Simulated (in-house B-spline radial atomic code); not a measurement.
A run on Fe- that did not converge. Method: scalar-relativistic (X2C) TPSSh, spin-polarised, spherical fractional occupations, exact exchange averaged over the configuration, Fermi nucleus of rms radius 3.7377 fm; computed with an all-electron radial atomic-structure program (B-spline basis).

Command:
```bash
python run_scf.py task.json out
```
Settings (nuclear radius in fm, mass in u):
```
Z                26
configuration    [Ar] 3d7 4s2
hamiltonian      x2c
method           tpssh
spin_polarised   True
nucleus          fermi
rms_radius       3.7377
atomic_mass      55.93494
speed_of_light   137.035999084
exact_exchange   averaged over the configuration
```

First and last ten iterations of the last attempt (damped for 15 steps, keeping 80 % of the old Fock matrix, then DIIS):
```
 iter        energy (Eh)    residual
    1       -1271.755955    8.85e-02
    2       -1270.302899    2.26e-01
    3       -1271.728363    1.21e-01
    4       -1272.337558    5.70e-02
    5       -1272.547813    3.13e-02
    6       -1272.605465    1.80e-02
    7       -1271.811995    8.38e-02
    8       -1272.377932    5.79e-02
    9       -1272.583308    2.09e-02
   10       -1271.826592    8.05e-02
  111       -1271.811816    7.45e-02
  112       -1271.750706    7.85e-02
  113       -1271.105689    8.17e-02
  114       -1254.287813    2.91e-01
  115       -1271.317446    7.55e-02
  116       -1270.870203    8.47e-02
  117       -1271.176939    8.87e-02
  118       -1271.341572    6.27e-02
  119       -1272.492683    7.34e-02
  120       -1271.306755    7.58e-02
 not converged after 120 iterations
```

The smallest residual met was 1.8e-02; the threshold is about 3e-07. No energy from this run should be used. Run time, properties included: 6.4 s on 1 thread of Intel(R) Xeon(R) 6975P-C, on a shared host.
